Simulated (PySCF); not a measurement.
A structure optimised at B3LYP-D3(BJ)/def2-SVP, used in a PySCF frequency run:

```
C
H 1 1.1026
H 1 1.1053 2 106.92
C 1 1.5174 2 112.94 3 -123.94
C 4 1.3423 1 115.40 2 -125.42
O 5 1.3763 4 119.03 1 0.29
H 4 1.0916 5 122.02 6 -179.70
H 5 1.0922 4 126.63 7 0.34
Si 6 1.6990 5 108.98 8 -174.20
H 9 1.4778 6 109.98 5 -132.44
Cl 9 2.0728 10 107.45 6 119.87
```
Charge 0, spin multiplicity 1.

Question: Write its SMILES and formula.

Answer: Cl[Si@@H]1CC=CO1, C3H5ClOSi

Question: What are its rotational constants (standard atomic weights)?

Answer: 4.7652, 1.6663, 1.4841 GHz
